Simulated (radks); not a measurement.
All-electron atom: Mo V in [Kr] 4d2.

Calculated with a radial shooting solver on a logarithmic mesh with Libxc functionals: Dirac Kohn-Sham, BP86, spin-unpolarised, spherical densities, point nucleus; open shells fill j = l - 1/2 first.

Energy parts (Ry):
total: -8093.64808
kinetic: 8393.17470
electron-nucleus: -19419.13624
Hartree: 3178.54430
exchange-correlation: -246.23084

Orbitals (lengths in bohr, moments of r in powers of bohr; <r^-3> diverges for s and p1/2; r(max) is where P^2 peaks):
| orbital | occ. | eigenvalue (Ry) | <1/r> | r(max) | <r^4> | <r^-3> |
|---|---|---|---|---|---|---|
| 1s1/2 | 2 | -1460.146 | 43.56 | 0.02287 | 7.205e-06 | - |
| 2s1/2 | 2 | -209.2916 | 9.914 | 0.1297 | 0.001333 | - |
| 2p1/2 | 2 | -192.8239 | 9.890 | 0.1009 | 0.0008856 | - |
| 2p3/2 | 4 | -184.9886 | 9.416 | 0.1047 | 0.0009916 | 2397 |
| 3s1/2 | 2 | -38.59362 | 3.392 | 0.3837 | 0.06870 | - |
| 3p1/2 | 2 | -32.33024 | 3.291 | 0.3709 | 0.07117 | - |
| 3p3/2 | 4 | -31.03905 | 3.177 | 0.3802 | 0.07820 | 400.3 |
| 3d3/2 | 4 | -19.97222 | 2.989 | 0.3208 | 0.08157 | 58.43 |
| 3d5/2 | 6 | -19.72758 | 2.959 | 0.3235 | 0.08409 | 55.71 |
| 4s1/2 | 2 | -8.17873 | 1.258 | 0.9827 | 2.654 | - |
| 4p1/2 | 2 | -6.35609 | 1.147 | 1.043 | 3.801 | - |
| 4p3/2 | 4 | -6.15951 | 1.116 | 1.066 | 4.142 | 61.21 |
| 4d3/2 | 2 | -3.41720 | 0.8680 | 1.270 | 11.58 | 5.851 |
| 4d5/2 | 0 | -3.39321 | 0.8616 | 1.278 | 11.87 | 5.575 |
| 5s1/2 | 0 | -2.66490 | 0.5285 | 2.330 | 69.61 | - |
| 5p1/2 | 0 | -2.16958 | 0.4687 | 2.607 | 113.6 | - |
| 5p3/2 | 0 | -2.13061 | 0.4598 | 2.656 | 121.5 | 12.21 |

The highest occupied level is 4d3/2 at -46.493 eV. For comparison, the ionisation energy in NIST's Atomic Spectra Database is 54.42 eV (semi-empirical). In exact Kohn-Sham theory the highest level is minus the ionisation energy, but local and semilocal functionals leave it too shallow, through self-interaction and a potential that decays too fast; potentials with the right tail come closer.

Beside tabulated values, note that spin-unpolarised runs miss the spin-polarisation part of the exchange energy of open shells.
